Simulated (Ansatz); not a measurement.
`[CH3][Sn]([Cl])([Cl])[Cl]` + NH₃ → `[NH2][Sn]([Cl])([Cl])[Cl]` + CH₄ at 700 K and 1 bar (ligand exchange at the Sn–C bond).

Computed with Ansatz on PBE0-D4/def2-TZVP structures; ΔE is electronic, products minus reactants. CCSD(T)/CBS is the MP2 limit (def2-TZVPP, def2-QZVPP) plus CCSD(T) − MP2 in def2-TZVPP, frozen cores. This one scheme is used for every species. Elements past krypton have def2 core potentials. For Sn outer-core shells are correlated without core-valence functions, which leaves a few kJ/mol of doubt a bond. One conformer a species, not always the lowest.

```json
{"species": "`[CH3][Sn]([Cl])([Cl])[Cl]`", "CCSD(T)/CBS energy (Eh)": "-1633.37264", "H − E (kJ/mol)": "181.7", "S (J/(mol·K))": "502.1"}
{"species": "NH₃", "CCSD(T)/CBS energy (Eh)": "-56.50880", "H − E (kJ/mol)": "116.9", "S (J/(mol·K))": "226.5"}
{"species": "`[NH2][Sn]([Cl])([Cl])[Cl]`", "CCSD(T)/CBS energy (Eh)": "-1649.42005", "H − E (kJ/mol)": "150.3", "S (J/(mol·K))": "504.3"}
{"species": "CH₄", "CCSD(T)/CBS energy (Eh)": "-40.46206", "H − E (kJ/mol)": "145.9", "S (J/(mol·K))": "224.0"}
```

H − E and S are ideal-gas, rigid-rotor, harmonic terms from PBE0-D4/def2-TZVP, for one conformer and one mirror image of each species. 1 Eh = 2625.50 kJ/mol, R = 8.31446 J/(mol·K).

**Question.** By hand: ΔE, ΔH, ΔS and ΔG.

**Answer.** ΔE = (-1649.42005) + (-40.46206) − (-1633.37264) − (-56.50880) = -0.00067 Eh = -1.8 kJ/mol. Δ(H − E) = 150.3 + 145.9 − 181.7 − 116.9 = -2.4, so ΔH = -4.2 kJ/mol. ΔS = 504.3 + 224.0 − 502.1 − 226.5 = -0.3 J/(mol·K). ΔG = -4.2 − 700 × (-0.3)/1000 = -4.0 kJ/mol.

**Question.** By hand: the equilibrium constant, and the temperature at which ΔG would vanish if ΔH and ΔS stayed fixed.

**Answer.** log₁₀ K = −ΔG/(RT ln 10) = 0.3. ΔG = 0 at ΔH/ΔS = 14000 K, far beyond where these terms or the molecules hold.

The number of gas molecules stays the same, so ΔS is small and ΔH decides. The sign of ΔG lies within the doubt. A doubt of 5 kJ/mol in ΔE shifts log₁₀ K by 0.4 here. Other conformers and mirror images would add mixing entropy, several J/(mol·K) or more a flexible species. Modes under 60 cm⁻¹, often nearly free rotors, make the harmonic entropy too high. These are equilibria of isolated gas molecules and say nothing of rates. Largest T1 diagnostic: 0.011 (customary marks: 0.02 for closed shells, 0.045 for open ones).
